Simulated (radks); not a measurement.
Valence configurations of Ru I (all share [Kr]). Calculated with a radial shooting solver on a logarithmic mesh with Libxc functionals: scalar-relativistic Kohn-Sham, r2SCAN, spin-polarised, spherical densities, finite nucleus; open shells are filled with parallel spins first (spin-orbit coupling, left out, can overturn this in heavy ions); meta-GGA in the generalised Kohn-Sham scheme; Fermi nuclear charge, rms radius 4.4809 fm. Energies are relative to 4d7 5s1; eigenvalues in eV for spin up.

valence          E (eV)  moment (Bohr magnetons)    e(4d)   e(5p)   e(5s)
4d7 5s1           0.000                        4   -6.282       -  -5.029
4d7 5p1           3.851                        4   -7.796  -1.925       -
4d6 5s2           0.728                        4   -9.321       -  -5.824
4d6.5 5s1.5       0.364                        4   -7.790       -  -5.470
4d8               1.323                        2   -3.776       -       -
4d6 5s1 5p1       3.088                        6  -10.488  -2.564  -7.221
4d5 5s1 5p2       7.496                        8  -14.748  -3.761  -9.069
4d5.5 5s1 5p1.5   5.139                        7  -12.607  -3.183  -8.170
4d5 5s2 5p1       5.703                        6  -13.875  -2.966  -8.073
4d6.5 5s1 5p0.5   1.385                        5   -8.386  -1.853  -6.184

NIST lists [Kr] 4d7 5s1 as the ground configuration; this level of theory agrees among the configurations tried. The energies are those of spherical high-spin densities, not of single terms.
